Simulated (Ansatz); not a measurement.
Computed with Ansatz on PBE0-D4/def2-TZVP structures; ΔE is electronic, products minus reactants. CCSD(T)/CBS adds triple-zeta CCSD(T) − MP2 to the extrapolated MP2 energy (def2 sets, frozen cores). DFT in def2-TZVPP. For Br, Ge outer-core shells are correlated without core-valence functions, which leaves a few kJ/mol of doubt a bond. Scalar relativity is left out up to krypton. Each species was taken in one conformer, which may not be the lowest.

`SB(Cl)Br` + `C[CH2][Ge][F]` → `CCB(S)Br` + `[F][Ge][Cl]`  (redistribution)

| level | ΔE (kJ/mol) | difference from CCSD(T)/CBS |
| --- | --- | --- |
| BLYP-D4 | -89.4 | -6.3 |
| ωB97X-V | -86.1 | -3.0 |
| PBE-QIDH | -83.6 | -0.5 |
| PBE | -85.7 | -2.6 |
| r2SCANh | -87.3 | -4.2 |
| BHLYP | -91.4 | -8.3 |
| CAM-B3LYP | -88.3 | -5.2 |
| HF/def2-SVP | -82.1 | 1.0 |
| CCSD(T)/def2-TZVPP | -80.7 | 2.4 |
| SCS-MP2/def2-QZVPP | -82.5 | 0.6 |
| CCSD(T)/CBS | -83.1 | 0 |

Largest T1 diagnostic among the species: 0.014.

In def2-TZVPP, CCSD(T) changes the Hartree–Fock value by +12.1 kJ/mol (the triples alone add +0.7 kJ/mol) and MP2 by +12.8 kJ/mol. Leaving LDA and LC-ωPBE aside and taking each functional with its dispersion term where it has one, the values, not all of them listed here, spread over 7.6 kJ/mol, from BHLYP-D4 to PBE-QIDH. At CCSD(T), def2-SVP lies +11.8 kJ/mol from the extrapolated value and def2-TZVPP +2.4 kJ/mol.
